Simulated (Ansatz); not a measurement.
Born–Oppenheimer molecular dynamics of C3H8OSi2 (14 atoms, charge 0, multiplicity 1). It starts from a relaxed structure.

Theory: UKS PBE0-D4/STO-3G in Ansatz.

| Property | Result |
| --- | --- |
| ensemble | NVE (velocity Verlet) |
| time step | 1 fs |
| steps asked | 205 |
| starting velocities drawn for | 300 K |
| seed | 276680 |

First frame:

```xyz
14
Properties=species:S:1:pos:R:3
C 0.502 -2.211 1.030
C 0.349 -0.978 0.516
O 1.317 0.000 0.802
Si 0.903 1.569 0.190
C -0.602 1.324 -0.894
Si -1.080 -0.462 -0.601
H 1.346 -2.471 1.671
H -0.215 -3.004 0.817
H 0.631 2.437 1.318
H 2.062 2.072 -0.515
H -0.360 1.506 -1.943
H -1.403 2.011 -0.616
H -2.352 -0.584 0.073
H -1.113 -1.237 -1.821
```

(1) How far do the bonds stretch over the last three quarters of this one trajectory? (Pairs bonded in most of those frames.)

Results:

(1) 
```csv
bond,mean (Å),spread (Å),shortest,longest
C1–C2,1.346,0.011,1.32,1.37
C1–H7,1.094,0.013,1.07,1.12
C1–H8,1.092,0.012,1.07,1.11
C2–O3,1.407,0.020,1.37,1.44
C2–Si6,1.889,0.029,1.83,1.94
O3–Si4,1.737,0.025,1.69,1.78
Si4–C5,1.870,0.012,1.85,1.89
Si4–H9,1.450,0.023,1.41,1.49
Si4–H10,1.448,0.016,1.42,1.47
C5–Si6,1.870,0.008,1.85,1.89
C5–H11,1.100,0.049,1.02,1.18
C5–H12,1.094,0.028,1.03,1.15
Si6–H13,1.448,0.039,1.39,1.51
Si6–H14,1.445,0.022,1.41,1.49
```

Mean temperature of the second half: 149 K. The conserved energy stayed within 1.5 meV per atom of its start (net change 0.83 meV per atom), so the integration is sound. The temperature averaged 0.50 of the 300 K drawn at the start: a run that starts near a minimum puts about half its kinetic energy into the potential. A run of 0.2 ps of so small a system gives no equilibrium averages. Limits of this set-up: minimal basis.

Time of the run: 17 min on 2 threads of Arm Neoverse N1, with other jobs on the host, peak memory 0.18 GiB.
